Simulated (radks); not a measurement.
Polarisability of the nitrogen ion N3+, [He] 2s2, at imaginary frequency. All-electron calculation, non-relativistic Kohn-Sham, LB94 model potential, spin-polarised, spherical densities, point nucleus. Program: a radial shooting solver on a logarithmic mesh with Libxc functionals. Response by self-consistent Sternheimer equations with the Hartree and adiabatic LDA kernel.

w (hartree),alpha1(iw) (bohr^3),alpha2(iw) (bohr^5)
0.00266,2.168,1.502
0.0143,2.166,1.502
0.0360,2.158,1.502
0.0697,2.132,1.500
0.118,2.068,1.496
0.186,1.938,1.488
0.280,1.713,1.470
0.413,1.388,1.435
0.605,1.013,1.365
0.892,0.6662,1.234
1.35,0.4015,1.006
2.12,0.2199,0.6796
3.59,0.1030,0.3386
6.94,0.03697,0.1098
17.5,0.008450,0.01871

Static values: alpha1 = 2.168 bohr^3 (0.3212 angstrom^3; uncoupled 4.251), alpha2 = 1.502 bohr^5, alpha3 = 3.122 bohr^7. C6 = 2.064, C8 = 11.40, triple-dipole C9 = 3.213 atomic units. One-pole (London) frequency 4 C6 / (3 alpha1^2) = 0.586 hartree, against 2.770 for minus the highest occupied eigenvalue.
